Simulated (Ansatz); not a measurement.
Stepwise reaction of `O[SiH2][SiH](O)O` with hydrogen, as a gas-phase model of exchange steps in deposition or etching. ΔE in kJ/mol; ΔG adds harmonic PBE0-D4 terms to CCSD(T)/CBS, at 1 bar.

Program: Ansatz. Geometries: PBE0-D4/def2-TZVP. ΔE: electronic, gas phase. CBS: MP2 limit from def2 TZ/QZ plus the TZ coupled-cluster correction, frozen cores. This one scheme is used for every species. Functionals use def2-TZVPP. B3LYP here is the variant with VWN-RPA as its local correlation; programs differ in this. Each species was taken in one conformer, which may not be the lowest.

```tsv
step	reaction	PBE-D4	B3LYP-D4	ωB97M-V	CCSD(T)/CBS	ΔG(500 K)
2	`O[SiH](O)[SiH3]` + H₂ → `O[SiH2][SiH3]` + H₂O	85.3	91.3	91.9	88.5	83.4
3	`O[SiH2][SiH3]` + H₂ → `[SiH3][SiH3]` + H₂O	50.5	56.7	55.7	53.4	58.9
```

(1) Give the row of step 1, `O[SiH2][SiH](O)O` + H₂ → `O[SiH](O)[SiH3]` + H₂O. (Best estimate.)

(2) By hand: ΔE of the 3 steps together at CCSD(T)/CBS.

Answers

(1) Computed: 
```csv
step,reaction,PBE-D4,B3LYP-D4,ωB97M-V,CCSD(T)/CBS,ΔG(500 K)
1,`O[SiH2][SiH](O)O` + H₂ → `O[SiH](O)[SiH3]` + H₂O,54.4,60.5,60.2,56.9,52.5
```

(2) (56.9) + (88.5) + (53.4) = 198.8 kJ/mol, or 66.3 kJ/mol a step.

In ΔE step 3 is the lowest and step 2 the highest. All are uphill at CCSD(T)/CBS. ΔG lies between 52.5 and 83.4 kJ/mol a step. PBE-D4 differs from CCSD(T)/CBS by -3.2 to -2.5 kJ/mol a step. Only this route is followed, and other bonds may react first. Isolated molecules leave out the surface, adducts and barriers. Largest T1 diagnostic: 0.013.
